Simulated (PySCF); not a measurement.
Static response to an electric field

Compound: C6H11BO2.
SMILES with atom numbers: `[CH3:1][CH:2]([CH3:3])[C:4]1=[CH:5][O:6][BH2-:7][O+:8]=[CH:9]1` (hydrogens: H10, H11, H12 on C1; H13 on C2; H14, H15, H16 on C3; H17 on C5; H18, H19 on B7; H20 on C9)

Structure used (PBE0-D3(BJ)/def2-SVP), in Å, numbered top down from 1:
```
atom  x, y, z in Å
C1    -1.972    0.443    1.041
C2    -1.228    0.144   -0.261
C3    -1.651   -1.200   -0.854
C4     0.273    0.227   -0.102
C5     1.016    1.293   -0.613
O6     2.279    1.397   -0.528
B7     3.076    0.148   -0.155
O8     2.248   -0.567    0.919
C9     0.988   -0.588    0.786
H10   -1.742   -0.305    1.817
H11   -3.062    0.424    0.884
H12   -1.701    1.432    1.439
H13   -1.504    0.928   -0.988
H14   -1.135   -1.396   -1.805
H15   -2.737   -1.225   -1.037
H16   -1.414   -2.030   -0.168
H17    0.498    2.154   -1.067
H18    4.138    0.480    0.320
H19    3.110   -0.582   -1.138
H20    0.454   -1.254    1.482
```

Level: CAM-B3LYP/def2-SVPD (PySCF), static field, nuclei fixed, core orbitals frozen in the response. The polarisability tensor in these axes (au):

```
x   111.10   3.49  -0.41
y     3.49  86.82  -6.59
z    -0.41  -6.59  81.09
```

**Question.** Give the principal values, the mean and the anisotropy Δα = √{½[(α1 − α2)² + (α2 − α3)² + (α1 − α3)²]}.

**Answer.** Principal values 76.69, 90.66 and 111.65 au; mean 93.00 au = 13.78 Å³ = 15.33 × 10⁻⁴⁰ C²·m²/J; Δα = 30.48 au (33 % of the mean).

**Question.** What is the dipole moment, and where does it point?

**Answer.** (-5.18, 0.23, 0.27) D, 5.19 D in size, pointing from the negative to the positive side. Measured along this direction, the outermost atoms are H18 at the negative end and H11 at the positive end.

**Question.** Estimate the molar refractivity from the static electronic polarisability.

**Answer.** Lorentz–Lorenz: R = (4π/3)N_A α = 2.5225 cm³/(mol·Å³) × 13.78 Å³ = 34.8 cm³/mol, in the limit of long wavelengths.

**Question.** What would n − 1 = 2πNα be for an ideal gas of these molecules at 298.15 K and 1 atm, electronic part alone?

**Answer.** N = p/kT = 2.4615 × 10¹⁹ cm⁻³, so n − 1 = 2π × N × 13.78 × 10⁻²⁴ cm³ = 2131 × 10⁻⁶ at long wavelengths.

**Question.** How large is μ²/3kT at 273 K beside α?

**Answer.** In Gaussian units μ²/3kT = 238.62 Å³ against 13.78 Å³, a ratio of 17.31; the Debye molar polarisation (4π/3)N_A(α + μ²/3kT) is 636.7 cm³/mol, leaving out the vibrational part.

**Question.** Rayleigh depolarisation ratio (linearly polarised light, static tensor)?

**Answer.** ρ = 3Δα²/(45ᾱ² + 4Δα²) = 2786.6/(389222 + 3715.4) = 0.00709.

Isolated species at its PBE0-D3(BJ)/def2-SVP geometry (one conformer only).
